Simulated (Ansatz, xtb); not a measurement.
## Two isomers of C5H7NSi

Structure a is `C=C/C=C(/[SiH3])C#N`, a singlet and structure b is `N#C/C=C/C=C/[SiH3]`, a singlet. Both are isolated molecules in the gas phase, relaxed with B3LYP/def2-SVP; the shapes shown needn't be the lowest conformers.

a (Å):

| atom | x (Å) | y (Å) | z (Å) |
| --- | --- | --- | --- |
| C | -1.4341 | -0.7621 | 2.1172 |
| C | -0.6544 | -1.1379 | 1.0874 |
| C | -0.0942 | -0.1956 | 0.1350 |
| C | 0.7012 | -0.5055 | -0.9291 |
| C | 1.0636 | -1.8628 | -1.2014 |
| N | 1.3882 | -2.9477 | -1.4689 |
| Si | 1.3703 | 0.8224 | -2.1026 |
| H | -1.6869 | 0.2891 | 2.2889 |
| H | -1.8426 | -1.4926 | 2.8196 |
| H | -0.4174 | -2.1971 | 0.9401 |
| H | -0.3420 | 0.8595 | 0.2990 |
| H | 0.8938 | 0.5698 | -3.4915 |
| H | 0.8661 | 2.1387 | -1.6194 |
| H | 2.8601 | 0.8110 | -2.0971 |

b (Å):

```xyz
14

C    -0.1099    2.1674    2.4161
C     0.2085    1.5723    1.1597
C    -0.0317    0.2711    0.8707
C     0.2907   -0.3386   -0.4071
C     0.0563   -1.6356   -0.7093
N    -0.3624    2.6693    3.4340
Si    0.4662   -2.4386   -2.3548
H     0.6691    2.2309    0.4152
H    -0.4933   -0.3679    1.6314
H     0.7526    0.3226   -1.1518
H    -0.4078   -2.2571    0.0699
H     1.0854   -1.4223   -3.2531
H     1.4142   -3.5744   -2.1550
H    -0.7717   -2.9801   -2.9896
```

Energies in hartree; the thermal terms are from GFN2-xTB frequencies at re-optimised GFN2-xTB minima (ideal gas, soft modes damped towards free rotors, one conformer each, 298.15 K, 1 atm) and include the zero-point energy:

```
                              a           b
E, CCSD(T)/def2-SVP  −537.476074  −537.474206
    E, MP2/def2-SVP  −537.377808  −537.375405
  E, MP2/def2-TZVPP  −537.951717  −537.948956
  zero-point energy     0.096067     0.095801
       H(298 K) − E     0.106090     0.105861
       G(298 K) − E     0.062058     0.061743
```

Question: Correct the CCSD(T) difference for the basis set by the MP2 change, then work out ΔE, ΔE₀, ΔH and ΔG for a → b in kJ/mol (1 Eh = 2625.50 kJ/mol) and the equilibrium ratio [b]/[a].

Answer: 1. Differences b − a: CCSD(T) +0.001868, MP2 in the small set +0.002403, MP2 in the large set +0.002761 Eh.
2. ΔE = +0.001868 + (+0.002761 − (+0.002403)) = +0.002226 Eh = +5.84 kJ/mol.
3. ΔE₀ = ΔE + ΔZPE = +0.002226 + (−0.000266) Eh = +5.15 kJ/mol.
4. ΔH = ΔE + (−0.000229) Eh = +5.24 kJ/mol.
5. ΔG = ΔE + (−0.000315) Eh = +5.02 kJ/mol, so ΔS = (ΔH − ΔG)/T = +0.8 J/(mol K).
6. kT = 0.9442 mEh, so K = [b]/[a] = exp(−ΔG/kT) = exp(−2.02) ≈ 0.13.

Structure a is favoured at this temperature. An error of 4 kJ/mol in ΔG would change K by a factor of 5. Mirror images and further conformers aren't counted.

As drawn, both hold the same kinds of bond in the same numbers.

Other levels gave ΔE = +7.6 (GFN2-xTB); 0.0 (HF/STO-3G, GFN2-xTB geometries); +3.1 (r2SCAN-D4/def2-SVP, GFN2-xTB geometries); −0.5 (B3LYP/def2-SVP); +1.9 (HF/def2-SVP); +6.3 (MP2/def2-SVP); +4.9 (CCSD(T)/def2-SVP) kJ/mol. The correlated steps freeze 11 core orbitals. Programs: Ansatz 0.2.0, xtb 6.7.1.
